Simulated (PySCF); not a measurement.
**Worked example: entropy of an ideal gas**

Te(F)4 anion (F4Te), SMILES F[Te](F)(F)F (connectivity only; charge and spin as stated), charge -1, multiplicity 2.

Geometry optimised at B3LYP-D3(BJ)/def2-SVPD. The spin state was assumed, not searched. The isomer is the one that the SMILES or the coordinates give; other isomers of the formula were not compared. The def2 effective core potentials stand for the cores of Te; spin–orbit coupling is left out.

B3LYP-D3(BJ)/def2-SVPD run with PySCF 2.14.0 gives the harmonic wavenumbers 130, 145, 145, 226, 283, 372, 464, 478, 526 cm⁻¹ and the rotational temperatures 0.1780, 0.1096, 0.1034 K. The molar mass is 203.59 g/mol, the symmetry number 2, the spin multiplicity 2.

Task: Work out the entropy at 298.15 K and 1 atm in the rigid-rotor, harmonic-oscillator model.

Result: 
Translation (Sackur–Tetrode at 1 atm): S = R[1.5 ln M + 2.5 ln T − 1.16487] = 175.0 J/(mol K).
Rotation: q = (√π/σ) T^1.5/√(θA θB θC) = 102000, S = R[ln q + 3/2] = 108.3 J/(mol K).
Vibration: with u = 1.4388 ν/T, each mode gives R[u/(e^u − 1) − ln(1 − e^−u)]:
```
ν (cm⁻¹)  modes     u  S (J/(mol K))
--------  -----  ----  -------------
130           1  0.63          12.33
145           2  0.70          22.90
226           1  1.09           7.99
283           1  1.37           6.34
372           1  1.80           4.48
464           1  2.24           3.16
478           1  2.31           2.99
526           1  2.54           2.49
```
These are all the modes. Sum 62.7 J/(mol K).
Spin: R ln 2 = 5.8 J/(mol K).
Total 351.8 J/(mol K); the program's own thermochemistry gives 351.8. Translation makes up 50 % and vibration 18 %. Anharmonicity, hindered rotation and orbital degeneracy are left out.
